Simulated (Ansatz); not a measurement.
Relaxation of Cl3H5NPZr (11 atoms, charge 0, multiplicity 1), to a largest force component of 0.03 eV/Å in at most 50 steps.

These are results of RKS B3LYP-D4/def2-SVP in Ansatz 0.2.0, not measurements.

```xyz
11
Properties=species:S:1:pos:R:3:forces:R:3
Zr 0.546 -0.397 -0.573 -0.41 0.18 0.47
N -0.354 -0.487 2.694 0.68 -0.33 -0.30
H -1.207 -0.929 3.038 0.03 0.00 -0.01
H -0.285 0.435 3.129 -0.02 -0.04 -0.05
Cl 1.669 -0.447 -2.624 0.02 -0.03 0.03
Cl 0.486 1.855 0.101 0.02 0.00 -0.03
Cl -1.535 -1.455 -0.849 0.02 0.01 -0.01
P 2.045 -1.712 1.061 0.28 -0.16 -0.04
H 1.034 -2.718 1.185 0.00 -0.01 -0.03
H 2.788 -2.415 0.060 0.02 -0.03 0.02
H 0.455 -1.040 3.039 -0.64 0.41 -0.05
```

Question: Where does it end, and by what steps?

Answer: The run converged. After 16 steps the energy has fallen by 0.739 eV; H4 moved furthest, 1.02 Å. Joined: Zr1–N2 (3.39 → 2.43 Å).

```json
{"step": "0", "energy less start (eV)": "0.0000", "largest force component (eV/Å)": "0.679", "accepted": "yes"}
{"step": "1", "energy less start (eV)": "-0.2435", "largest force component (eV/Å)": "0.632", "accepted": "yes"}
{"step": "2", "energy less start (eV)": "-0.5135", "largest force component (eV/Å)": "0.851", "accepted": "yes"}
{"step": "3", "energy less start (eV)": "-0.5739", "largest force component (eV/Å)": "2.199", "accepted": "yes"}
{"step": "4", "energy less start (eV)": "-0.6764", "largest force component (eV/Å)": "0.905", "accepted": "yes"}
{"step": "5", "energy less start (eV)": "-0.6866", "largest force component (eV/Å)": "0.245", "accepted": "yes"}
{"step": "6", "energy less start (eV)": "-0.7150", "largest force component (eV/Å)": "0.087", "accepted": "yes"}
{"step": "7", "energy less start (eV)": "-0.7258", "largest force component (eV/Å)": "0.055", "accepted": "yes"}
{"step": "8", "energy less start (eV)": "-0.7133", "largest force component (eV/Å)": "0.630", "accepted": "no"}
{"step": "9", "energy less start (eV)": "-0.7319", "largest force component (eV/Å)": "0.054", "accepted": "yes"}
{"step": "10", "energy less start (eV)": "-0.7336", "largest force component (eV/Å)": "0.244", "accepted": "yes"}
{"step": "11", "energy less start (eV)": "-0.7368", "largest force component (eV/Å)": "0.088", "accepted": "yes"}
{"step": "12", "energy less start (eV)": "-0.7376", "largest force component (eV/Å)": "0.059", "accepted": "yes"}
{"step": "13", "energy less start (eV)": "-0.7386", "largest force component (eV/Å)": "0.045", "accepted": "yes"}
{"step": "14", "energy less start (eV)": "-0.7390", "largest force component (eV/Å)": "0.058", "accepted": "yes"}
{"step": "15", "energy less start (eV)": "-0.7394", "largest force component (eV/Å)": "0.042", "accepted": "yes"}
{"step": "16", "energy less start (eV)": "-0.7395", "largest force component (eV/Å)": "0.004", "accepted": "yes"}
```

```xyz
11
Properties=species:S:1:pos:R:3
Zr 0.451 -0.305 -0.082
N -0.255 -0.485 2.232
H -0.652 -1.398 2.464
H -0.980 0.212 2.421
Cl 1.515 -0.358 -2.186
Cl 0.710 1.971 0.562
Cl -1.715 -1.183 -0.497
P 2.257 -1.905 0.959
H 1.362 -2.786 1.647
H 2.448 -2.766 -0.159
H 0.501 -0.306 2.898
```

Whether the end is a true minimum wasn't checked by a vibrational analysis.

Time of the run: 48 s on 4 threads of Intel(R) Xeon(R) Platinum 8488C (Sapphire Rapids), with other jobs on the host, peak memory 0.49 GiB.
